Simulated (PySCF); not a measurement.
Geometry:
| atom | x (Å) | y (Å) | z (Å) |
| --- | --- | --- | --- |
| B1 | -0.157 | 1.764 | 0.399 |
| N2 | 0.512 | 0.586 | -0.023 |
| B3 | 1.919 | 0.455 | -0.192 |
| B4 | 2.982 | 1.742 | 0.105 |
| Cl5 | 3.439 | 2.851 | -1.176 |
| Cl6 | 3.726 | 1.945 | 1.681 |
| H7 | -1.359 | 1.768 | 0.514 |
| H8 | 0.503 | 2.748 | 0.634 |
| H9 | -0.059 | -0.231 | -0.217 |
| H10 | 2.350 | -0.619 | -0.559 |

How the numbers were obtained: geometry: PBE0-D3(BJ)/def2-SVP, NMR shieldings at HF/pcSseg-2/GIAO, in PySCF (averaged over atoms made equivalent by symmetry, fast rotation or ring inversion, no solvent, no relativistic terms, a single conformation).

Shifts are taken against calculated references (same method and geometry level): TMS for ¹H (σ = 31.68 ppm); BF3·OEt2 for ¹¹B (σ = 114.51 ppm); NH3 for ¹⁵N (σ = 260.75 ppm); HCl for ³⁵Cl (σ = 944.88 ppm).

| atoms | nucleus | count | δ (ppm) |
| --- | --- | --- | --- |
| B4 | ¹¹B | 1 | 73.1 |
| H10 | ¹H | 1 | 5.46 |
| B3 | ¹¹B | 1 | 56.1 |
| Cl5/Cl6 | ³⁵Cl | 2 | 209 |
| B1 | ¹¹B | 1 | ? |
| H7/H8 | ¹H | 2 | ? |
| H9 | ¹H | 1 | 6.66 |
| N2 | ¹⁵N | 1 | 160.3 |

Task: Fill in the missing shifts.

Result: 
- H7/H8: 5.03 ppm, hydrogen on a boron bonded to N
- B1: 50.9 ppm, boron bonded to N, 2 H

OH/NH shifts are gas-phase values; hydrogen bonding in solution moves them, usually downfield. Hydrogens on boron are broadened and split by ¹¹B (spin 3/2, 80 %) and 10B (spin 3). Experimental scales use liquid or dissolved standards, which lie at an offset from isolated NH3 (liquid NH3: subtract about 20 ppm). Unscaled 15N shifts of sp2 nitrogen come out 20 to 40 ppm too high even then.
